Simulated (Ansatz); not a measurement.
Species: Se$_{2}$, charge 0, triplet. Se2 (SMILES [Se]=[Se], triplet).
B3LYP-D3(BJ)/def2-TZVP minimum from Ansatz (a quantum-chemistry and plane-wave program):
```xyz
2

Se     0.0000     0.0000    -1.0941
Se     0.0000     0.0000     1.0941
```
Charge 0, spin multiplicity 3.

Total energies in hartree (Ansatz). Open shells are spin-unrestricted; no spin-orbit coupling. Correlated methods leave the cores frozen (noble-gas shells, and filled d and f shells in the p block). No relativity. The UHF reference of Se2 ([Se]=[Se], triplet) is spin-contaminated (<S^2> up to 0.05 over the pure value in the sets run). The determinant of Se2 ([Se]=[Se], triplet) is a saddle point of the SCF energy; a lower one exists, which strains HF and MP2.

| species | HF/cc-pVTZ | CCSD(T)/cc-pVTZ | HF/cc-pVQZ | CCSD(T)/cc-pVQZ | CCSDT(Q)/cc-pVQZ |
|---|---|---|---|---|---|
| 1: Se2 (SMILES [Se]=[Se], triplet) | -4799.79495 | -4800.10883 | -4799.80140 | -4800.14039 | -4800.14295 |
| 2: Se (triplet) | -2399.87209 | -2399.99441 | -2399.87500 | -2400.00700 | -2400.00778 |

Question: Work out the atomisation energy (electronic, to ground-state atoms) in kcal/mol: take Hartree-Fock from cc-pVQZ, extrapolate the CCSD(T) correlation energy as X^-3 (X = 3, 4), and add CCSDT(Q) - CCSD(T) in cc-pVQZ. 1 hartree = 627.51 kcal/mol.

Answer: 
Species 1: correlation (64·(-0.33899) - 27·(-0.31388))/37 = -0.35731; step -0.00256; E1 = -4799.80140 + (-0.35731) + (-0.00256) = -4800.16127
Species 2: correlation (64·(-0.13200) - 27·(-0.12232))/37 = -0.13906; step -0.00078; E2 = -2399.87500 + (-0.13906) + (-0.00078) = -2400.01484
-1·E1 +2·E2 = 0.13159 hartree = 82.6 kcal/mol.
